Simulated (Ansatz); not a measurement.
`[Cl][Sb]([Cl])[Cl]` + H–F → `[F][Sb]([Cl])[Cl]` + HCl at 400 K and 1 bar (ligand exchange at the Sb–Cl bond).

Gas-phase electronic energies from Ansatz, PBE0-D4/def2-TZVP geometries. CCSD(T)/CBS is the MP2 limit (def2-TZVPP, def2-QZVPP) plus CCSD(T) − MP2 in def2-TZVPP, frozen cores. This one scheme is used for every species. Elements past krypton have def2 core potentials. For Sb outer-core shells are correlated without core-valence functions, which leaves a few kJ/mol of doubt a bond.

```
             species  CCSD(T)/CBS energy (Eh)  H − E (kJ/mol)  S (J/(mol·K))
`[Cl][Sb]([Cl])[Cl]`              -1619.46986            34.9          362.2
                 H–F               -100.39570            36.5          182.2
 `[F][Sb]([Cl])[Cl]`              -1259.47647            35.8          358.6
                 HCl               -460.38127            29.6          195.4
```

H − E and S are ideal-gas, rigid-rotor, harmonic terms from PBE0-D4/def2-TZVP. 1 Eh = 2625.50 kJ/mol, R = 8.31446 J/(mol·K).

Task: By hand: ΔE, ΔH, ΔS and ΔG.

Result: ΔE = (-1259.47647) + (-460.38127) − (-1619.46986) − (-100.39570) = 0.00782 Eh = 20.5 kJ/mol. Δ(H − E) = 35.8 + 29.6 − 34.9 − 36.5 = -6.0, so ΔH = 14.5 kJ/mol. ΔS = 358.6 + 195.4 − 362.2 − 182.2 = 9.6 J/(mol·K). ΔG = 14.5 − 400 × (9.6)/1000 = 10.7 kJ/mol.

Task: By hand: the equilibrium constant, and the temperature at which ΔG would vanish if ΔH and ΔS stayed fixed.

Result: log₁₀ K = −ΔG/(RT ln 10) = -1.4. ΔG = 0 at ΔH/ΔS = 1510 K, though so small a ΔS makes that figure unsure.

The number of gas molecules stays the same, so ΔS is small and ΔH decides. A doubt of 5 kJ/mol in ΔE shifts log₁₀ K by 0.7 here. These are equilibria of isolated gas molecules and say nothing of rates. Largest T1 diagnostic: 0.014 (customary marks: 0.02 for closed shells, 0.045 for open ones).
